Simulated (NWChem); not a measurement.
System meant: CH$_{4}$AlO cation; SMILES [CH3][Al+][OH]

Here is an NWChem input.

```
start job
memory heap 200 mb stack 900 mb global 1100 mb
charge 1
geometry units angstroms noautosym nocenter noautoz
  Al     0.016923    -0.075713    -0.004261
  C      0.017306     1.827232    -0.008863
  H     -0.202604     2.196143     1.005840
  H     -0.752550     2.193394    -0.706599
  H      1.005275     2.196537    -0.327175
  O      0.011221    -1.686301     0.003458
  H      0.022634    -2.642439     0.001508
end
basis spherical
  * library def2-svp
end
dft
  xc m06-2x
  iterations 150
end
property
  shielding 5 1 2 3 6 7
end
task dft property
```

End of the output:

```
 Vector   18  Occ=0.000000D+00  E=-1.968194D-01
              MO Center=  2.8D-02, -1.7D-02, -6.1D-03, r^2= 3.6D+00
   Bfn.  Coefficient  Atom+Function         Bfn.  Coefficient  Atom+Function
  ----- ------------  ---------------      ----- ------------  ---------------
    13      0.741425  1 Al pz                10      0.415498  1 Al pz
    56     -0.234164  6 O  pz                53     -0.200654  6 O  pz
     7     -0.198616  1 Al pz                34     -0.191763  3 H  s
    39      0.166958  4 H  s                 11      0.142338  1 Al px
    33     -0.129104  3 H  s                 38      0.112274  4 H  s

 center of mass
 --------------
 x =   0.02936965 y =  -0.09971985 z =  -0.00616952

 moments of inertia (a.u.)
 ------------------
         388.459436442037          -0.513425077874           0.003861789509
          -0.513425077874          11.648506648607           1.260884564840
           0.003861789509           1.260884564840         388.454145990473

     Multipole analysis of the density
     ---------------------------------

     L   x y z        total         alpha         beta         nuclear
     -   - - -        -----         -----         ----         -------
     0   0 0 0      1.000000    -15.000000    -15.000000     31.000000

     1   1 0 0      0.042695     -0.438194     -0.438194      0.919083
     1   0 1 0      0.072525     -0.372249     -0.372249      0.817023
     1   0 0 1     -0.013177      0.094826      0.094826     -0.202830

     2   2 0 0    -14.204936    -10.003953    -10.003953      5.802970
     2   1 1 0     -0.047373     -0.156581     -0.156581      0.265789
     2   1 0 1     -0.001016      0.003867      0.003867     -0.008750
     2   0 2 0     -7.181406   -118.395691   -118.395691    229.609976
     2   0 1 1      0.000513      0.362974      0.362974     -0.725436
     2   0 0 2    -14.206293     -9.993646     -9.993646      5.781000

          -----------------------------------------
          Chemical Shielding Tensors (GIAO, in ppm)
          -----------------------------------------

 ------------------------------------------------------------------------
  xm06: d2 not coded                    0
 ------------------------------------------------------------------------
 ------------------------------------------------------------------------
  current input line :
    23: task dft property
 ------------------------------------------------------------------------
 ------------------------------------------------------------------------
 This error has not yet been assigned to a category
 ------------------------------------------------------------------------
 For more information see the NWChem manual at https://nwchemgit.github.io

0: xm06: d2 not coded:Received an Error in Communication
```

### Question
What is wrong, and how is it mended?

### Answer
The program stopped with an error. Cause: this functional's second derivatives, which shieldings need, aren't coded here; the fix takes a hybrid GGA instead. This input runs:
```
start job
memory heap 200 mb stack 900 mb global 1100 mb
charge 1
geometry units angstroms noautosym nocenter noautoz
  Al     0.016923    -0.075713    -0.004261
  C      0.017306     1.827232    -0.008863
  H     -0.202604     2.196143     1.005840
  H     -0.752550     2.193394    -0.706599
  H      1.005275     2.196537    -0.327175
  O      0.011221    -1.686301     0.003458
  H      0.022634    -2.642439     0.001508
end
basis spherical
  * library def2-svp
end
dft
  xc pbe0
  iterations 150
end
property
  shielding 5 1 2 3 6 7
end
task dft property
```
It converges to -357.53069 Ha (PBE0/def2-SVP, GIAO).
